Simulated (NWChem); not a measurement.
Everything below was run with NWChem. System: HBCl (+1), charge 1, spin multiplicity 1, at a geometry optimised with PBE/def2-SVP. The structure started from a generated list of species. Level: EOM-CCSD/aug-cc-pVDZ, 6 core orbitals frozen.

The NWChem input:

```
start mol
memory heap 100 mb stack 700 mb global 1900 mb
charge 1
geometry units angstroms nocenter noautoz
  B      0.000000     0.000000    -1.135917
  Cl     0.000000     0.000000     0.471472
  H      0.000000     0.000000    -2.335445
  symmetry group C2v
end
basis spherical
  * library aug-cc-pvdz
end
scf
  rhf
  nopen 0
  maxiter 100
  thresh 1e-7
  semidirect memsize 60000000 filesize 0
end
tce
  freeze core 6
  ccsd
  nroots 1
  2eorb
  2emet 13
  thresh 1e-5
  maxiter 200
  tilesize 24
end
task tce energy
```

NWChem printed:

```
             Northwest Computational Chemistry Package (NWChem) 7.3.0
             --------------------------------------------------------

                                NWChem Input Module
                                -------------------

 Scaling coordinates for geometry "geometry" by  1.889725989
 (inverse scale =  0.529177249)

 Turning off AUTOSYM since
 SYMMETRY directive was detected!

                             Geometry "geometry" -> ""
                             -------------------------

 Output coordinates in angstroms (scale by  1.889725989 to convert to a.u.)

  No.       Tag          Charge          X              Y              Z
 ---- ---------------- ---------- -------------- -------------- --------------
    1 B                    5.0000     0.00000000     0.00000000    -1.13591700
    2 Cl                  17.0000     0.00000000     0.00000000     0.47147200
    3 H                    1.0000     0.00000000     0.00000000    -2.33544500

 Effective nuclear repulsion energy (a.u.)      33.3940282448

            Nuclear Dipole moment (a.u.)
            ----------------------------
        X                 Y               Z
 ---------------- ---------------- ----------------
     0.0000000000     0.0000000000    -0.0000113384

      Symmetry information
      --------------------

 Group name             C2v
 Group number             16
 Group order               4
 No. of unique centers     3

      Symmetry unique atoms

     1    2    3


 Summary of "ao basis" -> "" (spherical)
 ------------------------------------------------------------------------------
       Tag                 Description            Shells   Functions and Types
 ---------------- ------------------------------  ------  ---------------------
 *                        aug-cc-pvdz                 on all atoms

 Summary of "ao basis" -> "ao basis" (spherical)
 ------------------------------------------------------------------------------
       Tag                 Description            Shells   Functions and Types
 ---------------- ------------------------------  ------  ---------------------
 B                        aug-cc-pvdz                9       23   4s3p2d
 Cl                       aug-cc-pvdz               11       27   5s4p2d
 H                        aug-cc-pvdz                5        9   3s2p

                                 NWChem SCF Module
                                 -----------------

  ao basis        = "ao basis"
  functions       =    59
  atoms           =     3
  closed shells   =    11
  open shells     =     0
  charge          =   1.00
  wavefunction    = RHF
  use symmetry    = T
  symmetry adapt  = T

 Summary of "ao basis" -> "ao basis" (spherical)
 ------------------------------------------------------------------------------
       Tag                 Description            Shells   Functions and Types
 ---------------- ------------------------------  ------  ---------------------
 B                        aug-cc-pvdz                9       23   4s3p2d
 Cl                       aug-cc-pvdz               11       27   5s4p2d
 H                        aug-cc-pvdz                5        9   3s2p

      Symmetry analysis of basis
      --------------------------

        a1         29
        a2          4
        b1         13
        b2         13

 Forming initial guess at       0.0s

      Superposition of Atomic Density Guess
      -------------------------------------

 Sum of atomic energies:        -484.50857364

 Renormalizing density from      23.00 to     22

      Non-variational initial energy
      ------------------------------

 Total energy =    -471.470054
 1-e energy   =    -701.839432
 2-e energy   =     196.975350
 HOMO         =      -0.872164
 LUMO         =      -0.330722

      Symmetry analysis of molecular orbitals - initial
      -------------------------------------------------

 !! scf_movecs_sym_adapt:   34 vectors were symmetry contaminated

  Symmetry fudging

 !! scf_movecs_sym_adapt:   32 vectors were symmetry contaminated

  Numbering of irreducible representations:

     1 a1          2 a2          3 b1          4 b2

  Orbital symmetries:

     1 a1          2 a1          3 a1          4 b2          5 b1
     6 a1          7 a1          8 a1          9 b1         10 b2
    11 a1         12 b1         13 b2         14 a1         15 a1
    16 b1         17 b2         18 a1         19 a1         20 b1
    21 b2

 Starting SCF solution at       0.7s

 ----------------------------------------------
         Quadratically convergent ROHF

 Convergence threshold     :          1.000E-07
 Maximum no. of iterations :          100
 Final Fock-matrix accuracy:          1.000E-09
 ----------------------------------------------

              iter       energy          gnorm     gmax       time
             ----- ------------------- --------- --------- --------
                 1     -484.2395309319  1.90D+00  5.57D-01      0.7
                 2     -484.4551423417  5.60D-01  1.62D-01      0.7
                 3     -484.4681622546  1.84D-01  5.37D-02      0.7
                 4     -484.4699513694  9.97D-03  3.32D-03      0.7
                 5     -484.4699676297  6.02D-05  1.52D-05      0.8
                 6     -484.4699676300  9.86D-09  2.68D-09      0.8

       Final RHF  results
       ------------------

         Total SCF energy =   -484.469967630044
      One-electron energy =   -727.546971496922
      Two-electron energy =    209.682975622039
 Nuclear repulsion energy =     33.394028244839

        Time for solution =      0.1s
[...]
 --------------------------------------------------------------

 Iteration   1 using    2 trial vectors
   0.5230494026281   0.3951500066472   10.75258     0.3     0.3

 Iteration   2 using    3 trial vectors
   0.1243232877895   0.2836132902777    7.71751     0.1     0.1

 Iteration   3 using    4 trial vectors
   0.0528119638436   0.2749253024406    7.48110     0.1     0.1

 Iteration   4 using    5 trial vectors
   0.0164711653664   0.2736555800711    7.44655     0.1     0.1

 Iteration   5 using    6 trial vectors
   0.0055795337480   0.2732202499991    7.43470     0.1     0.1

 Iteration   6 using    7 trial vectors
   0.0019473149391   0.2731462830151    7.43269     0.2     0.2

 Iteration   7 using    8 trial vectors
   0.0006656449002   0.2731543960482    7.43291     0.1     0.1

 Iteration   8 using    9 trial vectors
   0.0002181316377   0.2731527261167    7.43287     0.1     0.1

 Iteration   9 using   10 trial vectors
   0.0000678920616   0.2731534910017    7.43289     0.1     0.1

 Iteration  10 using   11 trial vectors
   0.0000185132564   0.2731537423652    7.43289     0.1     0.1

 Iteration  11 using   12 trial vectors
   0.0000050267004   0.2731536648097    7.43289     0.1     0.1
 --------------------------------------------------------------
 Iterations converged
 ------------------

 Excited state root  1
 Excitation energy / hartree =        0.273153664809684
                   / eV      =        7.432892569302935
 largest EOMCCSD amplitudes: R1 and R2

 Singles contributions
    13b1  (alpha) ---    11b1  (alpha)        0.6407766474
    12b2  (alpha) ---    10b2  (alpha)       -0.6407766474

 Doubles contributions
    13b1  (alpha)    13b1  (beta ) ---    11b1  (alpha)    11b1  (beta )       -0.1602262524
    12b2  (alpha)    12b2  (beta ) ---    10b2  (alpha)    10b2  (beta )        0.1602262524

 =========================================
 Excited-state calculation ( a2  symmetry)
 =========================================
 Dim. of EOMCC iter. space      500

 EOMCCSD SOLVER TYPE  1
  maxdiff =   0.59819736897921860

 No. of initial right vectors    2

 EOM-CCSD right-hand side iterations
 --------------------------------------------------------------
      Residuum       Omega / hartree  Omega / eV    Cpu    Wall
 --------------------------------------------------------------

 Iteration   1 using    2 trial vectors
   0.5132809495261   0.3897722629022   10.60625     0.3     0.3

 Iteration   2 using    3 trial vectors
   0.1091750315441   0.2817048786460    7.66558     0.1     0.1

 Iteration   3 using    4 trial vectors
   0.0447340629547   0.2740560694363    7.45745     0.1     0.1

 Iteration   4 using    5 trial vectors
   0.0122585217211   0.2727519250389    7.42196     0.1     0.1

 Iteration   5 using    6 trial vectors
   0.0038762725146   0.2724098166544    7.41265     0.1     0.1

 Iteration   6 using    7 trial vectors
   0.0013891373301   0.2723952633039    7.41226     0.1     0.1

 Iteration   7 using    8 trial vectors
   0.0004613048099   0.2723965023163    7.41229     0.1     0.1

 Iteration   8 using    9 trial vectors
   0.0001397140976   0.2723969304828    7.41230     0.1     0.1

 Iteration   9 using   10 trial vectors
   0.0000399091430   0.2723979494580    7.41233     0.1     0.1

 Iteration  10 using   11 trial vectors
   0.0000106994066   0.2723978403680    7.41233     0.1     0.1

 Iteration  11 using   12 trial vectors
   0.0000029388398   0.2723978541488    7.41233     0.1     0.1
 --------------------------------------------------------------
 Iterations converged
 ------------------

 Excited state root  1
 Excitation energy / hartree =        0.272397854148796
                   / eV      =        7.412325906032925
 largest EOMCCSD amplitudes: R1 and R2

 Singles contributions
    13b1  (alpha) ---    10b2  (alpha)       -0.6457488364
    12b2  (alpha) ---    11b1  (alpha)        0.6457488364

 Doubles contributions

 =========================================
 Excited-state calculation ( b1  symmetry)
 =========================================
 Dim. of EOMCC iter. space      500

 EOMCCSD SOLVER TYPE  1
  maxdiff =   0.68236062347734339

 No. of initial right vectors    1

 EOM-CCSD right-hand side iterations
 --------------------------------------------------------------
      Residuum       Omega / hartree  Omega / eV    Cpu    Wall
 --------------------------------------------------------------

 Iteration   1 using    1 trial vectors
   0.4469236066439   0.5450959169678   14.83282     0.2     0.2

 Iteration   2 using    2 trial vectors
   0.1118838084129   0.4576180022099   12.45242     0.1     0.1

 Iteration   3 using    3 trial vectors
   0.1170988806235   0.4396152813680   11.96255     0.1     0.1

 Iteration   4 using    4 trial vectors
   0.0810965943965   0.4250917661386   11.56734     0.2     0.2

 Iteration   5 using    5 trial vectors
   0.0817546573496   0.4114452309633   11.19600     0.1     0.1

 Iteration   6 using    6 trial vectors
   0.0855738407714   0.4024606490522   10.95152     0.1     0.1

 Iteration   7 using    7 trial vectors
   0.1238782940569   0.3914486818799   10.65187     0.1     0.1

 Iteration   8 using    8 trial vectors
   0.1509018713573   0.3573457686941    9.72388     0.1     0.1

 Iteration   9 using    9 trial vectors
   0.0657156190977   0.3435284090000    9.34789     0.1     0.1

 Iteration  10 using   10 trial vectors
   0.0322453888720   0.3408211754683    9.27422     0.1     0.1

 Iteration  11 using   11 trial vectors
   0.0171097430588   0.3400692015470    9.25376     0.1     0.1

 Iteration  12 using   12 trial vectors
   0.0072589267709   0.3398429363863    9.24760     0.1     0.1

 Iteration  13 using   13 trial vectors
   0.0032500480123   0.3398966313717    9.24906     0.1     0.1

 Iteration  14 using   14 trial vectors
   0.0022878096433   0.3398402541947    9.24753     0.1     0.1

 Iteration  15 using   15 trial vectors
   0.0013383892634   0.3398513803100    9.24783     0.2     0.2

 Iteration  16 using   16 trial vectors
   0.0005615614143   0.3398467055060    9.24770     0.1     0.1

 Iteration  17 using   17 trial vectors
   0.0002168205476   0.3398476438029    9.24773     0.2     0.2

 Iteration  18 using   18 trial vectors
   0.0000802602033   0.3398493364782    9.24777     0.2     0.2

 Iteration  19 using   19 trial vectors
   0.0000304775672   0.3398491275834    9.24777     0.1     0.1

 Iteration  20 using   20 trial vectors
   0.0000117440908   0.3398493213564    9.24777     0.1     0.1

 Iteration  21 using   21 trial vectors
   0.0000041596933   0.3398492860458    9.24777     0.1     0.1
 --------------------------------------------------------------
 Iterations converged
 ------------------

 Excited state root  1
 Excitation energy / hartree =        0.339849286045798
                   / eV      =        9.247773536894423
 largest EOMCCSD amplitudes: R1 and R2

 Singles contributions
    13b1  (alpha) ---     9a1  (alpha)       -0.9022336089
    16b1  (alpha) ---     9a1  (alpha)        0.1348093681
    31b1  (alpha) ---     9a1  (alpha)        0.1011713347

 Doubles contributions

 =========================================
 Excited-state calculation ( b2  symmetry)
 =========================================
 Dim. of EOMCC iter. space      500

 EOMCCSD SOLVER TYPE  1
  maxdiff =   0.68236062347734461

 No. of initial right vectors    1

 EOM-CCSD right-hand side iterations
 --------------------------------------------------------------
      Residuum       Omega / hartree  Omega / eV    Cpu    Wall
 --------------------------------------------------------------

 Iteration   1 using    1 trial vectors
   0.4469236066439   0.5450959169678   14.83282     0.2     0.2

 Iteration   2 using    2 trial vectors
   0.1118838084129   0.4576180022099   12.45242     0.1     0.1

 Iteration   3 using    3 trial vectors
   0.1170988806235   0.4396152813680   11.96255     0.1     0.1

 Iteration   4 using    4 trial vectors
   0.0810965943965   0.4250917661386   11.56734     0.1     0.1

 Iteration   5 using    5 trial vectors
   0.0817546573496   0.4114452309633   11.19600     0.1     0.1

 Iteration   6 using    6 trial vectors
   0.0855738407714   0.4024606490522   10.95152     0.1     0.1

 Iteration   7 using    7 trial vectors
   0.1238782940569   0.3914486818799   10.65187     0.1     0.1

 Iteration   8 using    8 trial vectors
   0.1509018713573   0.3573457686941    9.72388     0.1     0.1

 Iteration   9 using    9 trial vectors
   0.0657156190977   0.3435284090000    9.34789     0.1     0.1

 Iteration  10 using   10 trial vectors
   0.0322453888720   0.3408211754683    9.27422     0.1     0.1

 Iteration  11 using   11 trial vectors
   0.0171097430588   0.3400692015470    9.25376     0.2     0.2

 Iteration  12 using   12 trial vectors
   0.0072589267709   0.3398429363863    9.24760     0.1     0.1

 Iteration  13 using   13 trial vectors
   0.0032500480123   0.3398966313717    9.24906     0.1     0.1

 Iteration  14 using   14 trial vectors
   0.0022878096433   0.3398402541947    9.24753     0.1     0.1

 Iteration  15 using   15 trial vectors
   0.0013383892634   0.3398513803100    9.24783     0.1     0.1

 Iteration  16 using   16 trial vectors
   0.0005615614143   0.3398467055060    9.24770     0.1     0.1

 Iteration  17 using   17 trial vectors
   0.0002168205476   0.3398476438029    9.24773     0.1     0.1

 Iteration  18 using   18 trial vectors
   0.0000802602033   0.3398493364782    9.24777     0.1     0.1

 Iteration  19 using   19 trial vectors
   0.0000304775672   0.3398491275834    9.24777     0.1     0.1

 Iteration  20 using   20 trial vectors
   0.0000117440908   0.3398493213564    9.24777     0.1     0.1

 Iteration  21 using   21 trial vectors
   0.0000041596933   0.3398492860458    9.24777     0.1     0.1
 --------------------------------------------------------------
 Iterations converged
 ------------------

 Excited state root  1
 Excitation energy / hartree =        0.339849286045796
                   / eV      =        9.247773536894371
 largest EOMCCSD amplitudes: R1 and R2

 Singles contributions
    12b2  (alpha) ---     9a1  (alpha)       -0.9022336089
    17b2  (alpha) ---     9a1  (alpha)        0.1348093681
    30b2  (alpha) ---     9a1  (alpha)        0.1011713347

 Doubles contributions

 Task  times  cpu:       14.3s     wall:       14.3s

 Total times  cpu:       14.3s     wall:       14.3s
```
